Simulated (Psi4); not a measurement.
Pair of molecules, SMILES CO with SMILES C=O (the first has 6 atoms); geometry from B3LYP-D3(BJ)/def2-TZVP, rigid monomers moved along the line of their centres of mass till O2···C7 is 3.80 Å.
(charge 0, multiplicity 1):
```xyz
10

C      0.3107    -0.5600     0.2502
O     -0.3733     0.6218     0.6630
H      0.8571    -0.4036    -0.6845
H     -0.4510    -1.3199     0.0829
H      1.0027    -0.9150     1.0196
H      0.2790     1.3190     0.7897
C     -0.4077     0.2392     4.4459
O      0.7482     0.0423     4.7099
H     -0.8599     1.2469     4.4951
H     -1.0955    -0.5767     4.1598
```

These are SAPT0/jun-cc-pV(D+d)Z (Psi4) values and carry that method's errors.

Give the four SAPT terms and the total, and say what mostly holds the pair together.

electrostatics -1.55, exchange 0.14, induction -0.09, dispersion -0.34, total -1.84 kcal/mol; the largest attraction is electrostatics.
